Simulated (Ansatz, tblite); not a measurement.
Removing and adding an electron: Ga₂F₄. The state is a singlet with charge 0. Geometry: r2SCAN-D4/def2-SVP. Ansatz, gas phase; energy differences of separate SCF runs; the oxidised species was run as a doublet alone; the reduced species was run as a doublet alone.

```xyz
6

Ga    0.4182   -0.9431   -0.6166
Ga   -0.4174    0.9439    0.6174
F    -2.1133    1.2251    0.9088
F     0.6627   -0.9241   -2.3429
F     0.6220    2.1639    1.3051
F     0.8279   -2.4656    0.1283
```

The xTB rows come from tblite. Correlated methods freeze 22 core orbitals; core or outer-core shells of Ga are correlated, in sets that lack core-valence functions. The rows differ in basis, and correlated rows in double-zeta sets carry the largest basis error. In CCSD on the charge 1 doublet the largest single amplitude is 0.17, so its Hartree–Fock determinant may place the open shell otherwise than the density functionals do. HOMO above LUMO, or a gap near zero within one spin, warns that the state may not be the lowest or that an electron is smeared out. The structure comes from a short search, and lower isomers may exist.

Q: Estimate orbital energies and vertical ionisation energies and electron affinities at: GFN1-xTB; GFN2-xTB; HF/def2-SVP; PBE-D4/def2-TZVP; PBE-D4/def2-TZVPD; PBE0-D4/def2-TZVP; PBE0-D4/def2-TZVPD; ωB97X-V/def2-TZVP; ωB97X-V/def2-TZVPD; MP2/def2-SVP; CCSD/def2-SVP; CCSD(T)/def2-SVP.

A: 
```
             level  −HOMO (eV)  vertical IE (eV)  −LUMO (eV)  vertical EA (eV)  HOMO–LUMO gap (eV)  IE − EA (eV)                                                                   remarks
          GFN1-xTB       12.69             15.59        8.79              5.88                3.90          9.71                                                                         –
          GFN2-xTB       13.73             16.78       10.21              7.03                3.52          9.76                                                                         –
       HF/def2-SVP           –             12.31           –                 –                   –             –                                                                         –
  PBE-D4/def2-TZVP        8.45             11.46        3.24                 –                5.21             –                                                                         –
 PBE-D4/def2-TZVPD        8.54                 –        3.34              0.83                5.20             –  HOMO above zero (-1 doublet), gap within one spin near zero (-1 doublet)
 PBE0-D4/def2-TZVP        9.90             12.06        2.47                 –                7.43             –                                                                         –
PBE0-D4/def2-TZVPD        9.97                 –        2.53              0.84                7.44             –                                              HOMO above zero (-1 doublet)
 ωB97X-V/def2-TZVP       12.15             12.31        0.49                 –               11.66             –                                                                         –
ωB97X-V/def2-TZVPD       12.23                 –        0.56              0.63               11.67             –                                                                         –
      MP2/def2-SVP           –             12.10           –                 –                   –             –                                                                         –
     CCSD/def2-SVP           –             12.25           –                 –                   –             –                                                                         –
  CCSD(T)/def2-SVP           –             12.10           –                 –                   –             –                                                                         –
```

   A HOMO above zero means that the electron is unbound at that level or that self-interaction error raises the level; the energy of removing that electron tells which. Raw xTB energy differences between charge states are shifted by several eV; the methods need an empirical correction for them.
